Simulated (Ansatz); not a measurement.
CH$_{4}$Be, singlet, geometry from GFN2-xTB (such geometries of metal compounds can be far from the true shape), with bond 5-3 at 1.4 times its length; SC-NEVPT2/cc-pVDZ, CASSCF(6,4) in Ansatz (a quantum-chemistry and plane-wave program).

Input for Ansatz:
Ansatz 0.2 input:
```yaml
crystal:
  periodic: [false, false, false]
  atoms:
    - {symbol: Be, position_ang: [-0.97968577, -0.51564552, -0.12476201]}
    - {symbol: H, position_ang: [-2.10477067, -1.10782007, -0.26804046]}
    - {symbol: C, position_ang: [0.53748935, 0.28290089, 0.06844874]}
    - {symbol: H, position_ang: [1.06574563, 0.02784965, 0.98952794]}
    - {symbol: H, position_ang: [0.44649040, 1.80872670, 0.09778372]}
    - {symbol: H, position_ang: [1.26034193, 0.07237070, -0.72253415]}
basis:
  gaussian:
    orbitals: cc-pVDZ
magnetization: {spin_polarized: false}
correlation: {method: sc_nevpt2, electrons: all, active_space: {window: {electrons: 6, orbitals: 4}}}
```

It wrote (shortened):

```
Functional definition: HF
435 factors; integrals over basis functions are off by at most 1.3e-3 eV
mean field evaluation 1: about -1488.5893 eV, gradient 2.1e1 eV
mean field evaluation 2: about -1488.6207 eV, gradient 2.1e1 eV
mean field evaluation 4: about -1490.1447 eV, gradient 2.0e0 eV
mean field evaluation 8: about -1490.1676 eV, gradient 4.3e-4 eV
mean field -1490.16764912 eV, -54.7626510334 hartree, gradient 5.1e-6 eV, S^2 0.000000; 0 other end points of the search recorded, 0 dependent functions left out
reference -1490.16764912 eV, -54.7626510334 hartree; 7, 7 occupied and 41, 41 virtual orbitals, 435 factors
state -1490.95286773 eV, -54.7915072848 hartree
state -1490.95286773 eV, -54.7915072848 hartree; corrected -1495.55286339 eV, -54.9605540076 hartree
Total energy: -1495.55286339 eV, -54.9605540076 hartree
```
